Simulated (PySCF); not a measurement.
## Removal energies of Ni¹⁰⁺ from EOM-IP-GCCSD

Reference: closed-shell Ni¹⁰⁺, [Ar]; one electron is removed. Calculated with PySCF 2.14, two-component X2C-1e with screened spin-orbit coupling, an even-tempered Gaussian basis (20 s from 0.19 bohr⁻², ratio 2.6; 14 p from 0.25 bohr⁻², ratio 2.6; 6 d from 0.25 bohr⁻², ratio 2.8; 3 f from 8.4 bohr⁻², ratio 2.8); frozen [Ne]; the 60 highest virtual spinors dropped; of the others 50 kept and the rest restored at second order. No Breit or QED terms. Binding energies in eV.

```csv
level,Koopmans,second order,EOM-CCSD
3s1/2,371.37,364.07,361.80
3p1/2,322.48,322.36,322.46
3p3/2,319.38,319.32,319.43
```

In EOM-CCSD the overlap with the one-orbital guess is low for 3s1/2 (weight 0.80). That can mean mixing with two-hole, one-particle states, where second order and EOM-CCSD lose accuracy, or only a rotation among the degenerate components of the shell; the terms of those configurations are not listed.

For comparison, the ionisation energy of Ni¹⁰⁺ is 319.5 ± 0.7 eV (semi-empirical (NIST evaluation); NIST Atomic Spectra Database, ionization energies).
